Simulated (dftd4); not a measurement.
Br₄Sn, triplet, at a GFN2-xTB geometry (such geometries of metal compounds can be far from the true shape) (a higher spin typed on purpose: for a closed-shell molecule this is an excited state); D4 for pbe0 (dftd4 4.2.0).

Input for dftd4:
```
$ dftd4 mol.xyz --func pbe0 --charge 0 --json dftd4.json --noedisp --grad

# file mol.xyz
5

Br    -0.97354049     2.40773642    -0.82306941
Sn    -0.00000000     0.00000000     0.00000000
Br    -1.87526805    -1.93047420    -0.42315263
Br     0.59546147     0.12105192     2.65578446
Br     2.25334707    -0.59831415    -1.40956242
```

Q: What does dftd4 print? Leave out banner, timings and long lists.

A: 
```
                    ____  _____ _____     ____  _  _
      -------------|  _ \|  ___|_   _|---|  _ \| || |------------
     |             | | | | |_    | | ___ | | | | || |_           |
     |             | |_| |  _|   | ||___|| |_| |__   _|          |
     |             |____/|_|     |_|     |____/   |_|            |
     |             ===================================           |
     |            E. Caldeweyher, S. Ehlert & S. Grimme          |
     |          Mulliken Center for Theoretical Chemistry        |
     |                    University of Bonn                     |
      -----------------------------------------------------------

Rational (Becke-Johnson) damping: pbe0-D4-ATM
---------------------
  s6         1.0000
  s8         1.2007
  s9         1.0000
  a1         0.4009
  a2         5.0293
 alp        16.0000
--------------------

Dispersion energy:      -8.4690901910323E-03 Eh

Gradient norm:           1.0250647358740E-03 Eh/a0
--------------------------------------------------
     #    Z           dE/dx      dE/dy      dE/dz
--------------------------------------------------
     1   35 Br   -1.831E-04  4.530E-04 -1.548E-04
     2   50 Sn    2.630E-12 -5.491E-12 -1.560E-12
     3   35 Br   -3.528E-04 -3.632E-04 -7.961E-05
     4   35 Br    1.120E-04  2.277E-05  4.996E-04
     5   35 Br    4.239E-04 -1.126E-04 -2.652E-04
--------------------------------------------------

Virial:
--------------------------------------------------
      component           x          y          z
--------------------------------------------------
          x       3.518E-03 -4.630E-12  5.826E-12
          y      -4.630E-12  3.518E-03 -1.097E-11
          z       5.826E-12 -1.097E-11  3.518E-03
--------------------------------------------------

[Info] Dispersion results written to 'dftd4.txt'
[Info] JSON dump of results written to 'dftd4.json'
```
